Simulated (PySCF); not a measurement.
# Reading the logs of faulty runs: ClH3NSi anion

Calculated results; nothing here was measured. They come from PySCF 2.14.0, an open-source quantum chemistry program, on an isolated molecule that a program drew, which may never have been made. The molecule is ClH3NSi anion (charge -1, singlet), drawn as the SMILES string `N[SiH-]Cl`.

Each row is a Hartree-Fock (HF) and frozen-core CCSD(T) single point in the aug-cc-pV(D+d)Z basis, meant for a local HF minimum. Run 1 is clean. Each other run has one planted mistake out of seven kinds, and not every kind appears here: one electron removed, one electron added, multiplicity raised by two, geometry at a saddle point, minimal basis STO-3G, one bond length entered in bohr, all coordinates scaled. The reference is restricted for singlets and unrestricted otherwise, and also for a bond in bohr. Adding or removing an electron swaps singlet and doublet. Electrons count all cores. HOMO and LUMO are orbital energies over both spins, the gradient is its largest component, and the lowest frequency (negative if imaginary) is given only where the gradient is small. Bond lengths are over the 5 bonds as drawn. T1 is the CCSD diagnostic: over 0.02 (restricted) or 0.045 (unrestricted) a single reference is doubtful.

Geometry of the clean run:
```xyz
6
ClH3NSi anion, angstrom
N    -2.3277   -0.1185   -0.2401
Si   -0.8925    0.0714    0.8106
Cl    0.6110    1.1553   -0.6845
H    -2.6294    0.6765   -0.7724
H    -2.3087   -0.9187   -0.8422
H    -1.3088    1.4090    1.4148
```

| run | electrons | basis functions | <S^2> | HOMO (eV) | LUMO (eV) | gradient (hartree/bohr) | lowest frequency (cm^-1) | mean bond (Å) | longest bond (Å) | T1 | HF (hartree) | CCSD(T) (hartree) | mistake |
|---|---|---|---|---|---|---|---|---|---|---|---|---|---|
| 1 | 42 | 114 | 0.000 | -2.85 | 3.99 | 1.6e-05 | 194 | 1.5401 | 2.381 | 0.0132 | -804.71862 | -805.22281 | no fault |
| 2 | 41 | 114 | 0.757 | -11.01 | -0.78 | 7.0e-02 | - | 1.5401 | 2.381 | 0.0177 | -804.65594 | -805.12867 | one electron removed |
| 3 | 42 | 114 | 2.006 | 0.65 | 2.94 | 5.8e-02 | - | 1.5401 | 2.381 | 0.0521 | -804.62894 | -805.11281 | multiplicity raised by two |
| 4 | 42 | 114 | 0.081 | -4.41 | 3.27 | 2.5e-02 | - | 1.9638 | 4.500 | 0.0304 | -804.68667 | -805.18421 | ? |

**Which mistake was planted in run 4, and what did it cost?**

The mean bond changes by a factor of 1.275 and the longest by 1.890, so the molecule wasn't scaled as a whole. A length L in bohr read as angstrom grows by (1/0.5292 - 1) L = 0.890 L. The 5 bonds together grew by 5 x 0.4237 = 2.119 Å, which gives L = 2.381 Å. That is bond Si2-Cl3, 2.381 Å in the clean geometry. So the mistake is: one bond length entered in bohr. Subtracting run 1 and multiplying by 627.51 kcal/mol a hartree, the energy moved by 20.0 kcal/mol in HF and 24.2 kcal/mol in CCSD(T).

Cautions from the logs. Run 3: T1 is over the limit, so its CCSD(T) energy is less reliable and the HOMO is above zero, so the electron isn't bound and the energy depends on the basis.
